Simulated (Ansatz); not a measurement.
Reaction (formal exchange of groups at the Si–Si bond): `N[SiH2][SiH](O)F` + `CCC(C)F` → `CC(F)[SiH2]N` + `CC[SiH](O)F`

Computed with Ansatz on PBE0-D4/def2-TZVP structures; ΔE is electronic, products minus reactants. CCSD(T)/CBS adds triple-zeta CCSD(T) − MP2 to the extrapolated MP2 energy (def2 sets, frozen cores). DFT in def2-TZVPP. B3LYP here is the variant with VWN-RPA as its local correlation; programs differ in this. One conformer a species, not always the lowest.

| level | ΔE (kcal/mol) | difference from CCSD(T)/CBS |
| --- | --- | --- |
| PBE-D4 | -1.8 | 2.6 |
| r2SCAN-D4 | -3.7 | 0.7 |
| PBE0-D4 | -2.6 | 1.8 |
| B3LYP-D4 | -4.5 | -0.1 |
| ωB97X-V | -3.7 | 0.7 |
| ωB97M-V | -5.7 | -1.3 |
| B2PLYP | -4.8 | -0.4 |
| PBE | -1.8 | 2.6 |
| r2SCAN | -3.7 | 0.7 |
| PBE0 | -2.6 | 1.8 |
| B3LYP | -4.3 | 0.1 |
| HF/def2-TZVPP | -5.6 | -1.2 |
| MP2/def2-TZVPP | -5.5 | -1.1 |
| SCS-MP2/def2-TZVPP | -5.3 | -0.9 |
| CCSD/def2-TZVPP | -4.5 | -0.1 |
| CCSD(T)/def2-TZVPP | -4.1 | 0.3 |
| HF/def2-QZVPP | -5.8 | -1.4 |
| MP2/def2-QZVPP | -5.7 | -1.3 |
| SCS-MP2/def2-QZVPP | -5.5 | -1.1 |
| HF/CBS(def2) | -5.8 | -1.4 |
| MP2/CBS(def2) | -5.8 | -1.4 |
| CCSD/CBS(def2) | -4.8 | -0.4 |
| CCSD(T)/CBS | -4.4 | 0 |

Largest T1 diagnostic among the species: 0.012.

From PBE to PBE0 (25 % exact exchange), in def2-TZVPP and without D4, ΔE moves by −0.8 kcal/mol.
